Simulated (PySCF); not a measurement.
# Energy of Bi⁺ (bismuth, charge +1) between two integer charges

The 6p alpha orbital of [Xe] 4f14 5d10 6s2 6p2 is emptied in steps (occupation f), with all orbitals relaxed, ending at [Xe] 4f14 5d10 6s2 6p1. All numbers are calculated (PySCF 2.14, scalar relativity through the core potential, in aug-cc-pVTZ-PP with ECP60MDF (6s5p4d2f, 55 functions)). The exact energy is a straight line in f; departures are measured from the line between the end points of the same method.

**Question.** Among UHF, LDA, PBE, PBE0, r2SCAN, LC-wPBE, BHandHLYP, wB97X, TPSS, MN15, which shows the largest delocalisation error (convex curve), and which is closest to linear?

**Answer.** Most convex: LDA (-0.939 eV at f = 0.4); closest to linear: LC-wPBE (-0.044 eV).

| f | UHF (eV) | LDA (eV) | PBE (eV) | PBE0 (eV) | r2SCAN (eV) | LC-wPBE (eV) | BHandHLYP (eV) | wB97X (eV) | TPSS (eV) | MN15 (eV) |
| --- | --- | --- | --- | --- | --- | --- | --- | --- | --- | --- |
| 1 | 0.000 | 0.000 | 0.000 | 0.000 | 0.000 | 0.000 | 0.000 | 0.000 | 0.000 | 0.000 |
| 0.8 | 0.056 | -0.623 | -0.604 | -0.439 | -0.564 | -0.034 | -0.293 | -0.086 | -0.587 | -0.345 |
| 0.6 | 0.082 | -0.937 | -0.907 | -0.657 | -0.837 | -0.048 | -0.440 | -0.131 | -0.879 | -0.512 |
| 0.4 | 0.081 | -0.939 | -0.908 | -0.656 | -0.826 | -0.044 | -0.441 | -0.132 | -0.877 | -0.504 |
| 0.2 | 0.053 | -0.626 | -0.605 | -0.436 | -0.543 | -0.027 | -0.294 | -0.089 | -0.582 | -0.329 |
| 0 | 0.000 | 0.000 | 0.000 | 0.000 | 0.000 | 0.000 | 0.000 | 0.000 | 0.000 | 0.000 |

```tsv
method	E(f=0) − E(f=1) (eV)	−ε at f=1 (eV)	−ε at f=0.4 (eV)
UHF	15.310	15.662	15.237
LDA	15.985	12.105	16.762
PBE	15.767	11.998	16.523
PBE0	15.826	13.080	16.382
r2SCAN	15.912	12.361	16.662
LC-wPBE	15.903	15.680	15.960
BHandHLYP	15.738	13.908	16.103
wB97X	15.552	15.023	15.655
TPSS	15.712	12.045	16.456
MN15	15.869	13.688	16.332
```

Reference removal energy between the ground levels: 16.703 eV (measured; NIST Atomic Spectra Database, ionization energies). The calculation has no spin-orbit coupling. UHF lacks correlation.
